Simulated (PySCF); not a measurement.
Order these species by their calculated properties.

All species are isolated and taken at one optimised geometry, non-relativistic unless stated; the electronic structure was computed with PySCF and density fitting.

Dipoles, sizes and rotational constants follow the conformer. The torsions of the flexible species, by atom-mapped SMILES:
- `[O:1]=[C:2]([F:3])[C:4]([F:5])([F:6])[C:7]([F:8])([F:9])[F:10]`: O1–C2–C4–F5 27°, C2–C4–C7–F8 179°
- `[CH:1]#[C:2][CH2:3][P@H+:4]([PH2:5])[CH2:6][CH3:7]`: C2–C3–P4–P5 -65°, C3–P4–C6–C7 177°, H–P5–P4–C3 149°, H–P5–P4–C3 56°
- `[CH3:1][NH:2][SiH:3]([SiH3:4])[SiH3:5]`: C1–N2–Si3–Si4 53°
- `[O:1]=[C:2]([C:3]([F:4])([F:5])[F:6])[C:7]([F:8])([F:9])[F:10]`: O1–C2–C3–F4 -19°, O1–C2–C7–F8 100°
- `[CH3:1][S:2][C@H:3]([CH3:4])[C:5]#[C:6][CH2:7][F:8]`: C1–S2–C3–C4 65°
- `[NH2:1][C:2]([SiH3:3])([SiH3:4])[SiH3:5]`: H–N1–C2–Si3 59°, H–N1–C2–Si3 -60°

The conformers of `CC1=CC[P@@H+](P)C1` and `FC[C@H]1CCC(=S)C1` aren't listed.

(1) Rank by HOMO energy, lowest first (CAM-B3LYP/def2-SVPD at GFN2-xTB geometries).
A. `FC[C@H]1CCC(=S)C1`
B. `O=C(F)C(F)(F)C(F)(F)F`
C. `C#CC[P@H+](P)CC`
D. `CS[C@H](C)C#CCF`
E. `O=C(C(F)(F)F)C(F)(F)F`
F. `CC1=CC[P@@H+](P)C1`
G. `CN[SiH]([SiH3])[SiH3]`

(2) Rank by static isotropic polarisability, lowest first (CAM-B3LYP/def2-SVPD at GFN2-xTB geometries).
A. `CN[SiH]([SiH3])[SiH3]`
B. `FC[C@H]1CCC(=S)C1`
C. `C#CC[P@H+](P)CC`
D. `CS[C@H](C)C#CCF`
E. `C(N)([SiH3])([SiH3])[SiH3]`
F. `CC1=CC[P@@H+](P)C1`

(3) Rank by lowest singlet excitation, lowest first (TDDFT CAM-B3LYP/def2-SVPD at GFN2-xTB geometries).
A. `CC1=CC[P@@H+](P)C1`
B. `C([P@@H+](P)CC#C)C`
C. `C(F)(C(=O)C(F)(F)F)(F)F`
D. `CS[C@H](C)C#CCF`
E. `FC[C@H]1CCC(=S)C1`

(4) Rank by smallest rotational constant, lowest first (GFN2-xTB).
A. `NC([SiH3])([SiH3])[SiH3]`
B. `O=C(F)C(F)(F)C(F)(F)F`
C. `CS[C@H](C)C#CCF`
D. `CN[SiH]([SiH3])[SiH3]`
E. `C#CC[P@H+](P)CC`

(5) Rank by HOMO–LUMO gap, highest first (CAM-B3LYP/def2-SVPD at GFN2-xTB geometries).
A. `O=C(C(F)(F)F)C(F)(F)F`
B. `C(#CCF)[C@H](SC)C`
C. `NC([SiH3])([SiH3])[SiH3]`
D. `O=C(F)C(F)(F)C(F)(F)F`
E. `FC[C@H]1CCC(=S)C1`
F. `CN[SiH]([SiH3])[SiH3]`
G. `C#CC[P@H+](P)CC`
H. `CC1=CC[P@@H+](P)C1`

(6) Give the two extremes of that set in kcal/mol.

(7) Rank by lowest triplet excitation (Tamm–Dancoff), lowest first (TDA CAM-B3LYP/def2-SVPD at GFN2-xTB geometries).
A. `FC[C@H]1CCC(=S)C1`
B. `C1(=CC[P@@H+](P)C1)C`
C. `C#CC[P@H+](P)CC`
D. `CN[SiH]([SiH3])[SiH3]`

## Answers

(1) C (-13.42 eV), F (-12.67 eV), B (-11.87 eV), E (-11.14 eV), G (-8.13 eV), D (-7.84 eV), A (-7.61 eV).

(2) B (90.7 au), D (94.0 au), F (97.9 au), C (100.0 au), E (102.5 au), A (108.3 au).

(3) E (2.50 eV), C (4.14 eV), D (5.28 eV), A (5.82 eV), B (6.44 eV).

(4) C (0.723 GHz), E (0.840 GHz), D (1.039 GHz), B (1.117 GHz), A (1.492 GHz).

(5) D (10.78 eV), G (9.35 eV), A (9.19 eV), C (9.02 eV), B (8.79 eV), F (8.56 eV), H (8.45 eV), E (6.71 eV).

(6) `FC[C@H]1CCC(=S)C1`: 155 kcal/mol; `O=C(F)C(F)(F)C(F)(F)F`: 249 kcal/mol.

(7) A (2.08 eV), B (4.41 eV), D (4.98 eV), C (5.39 eV).
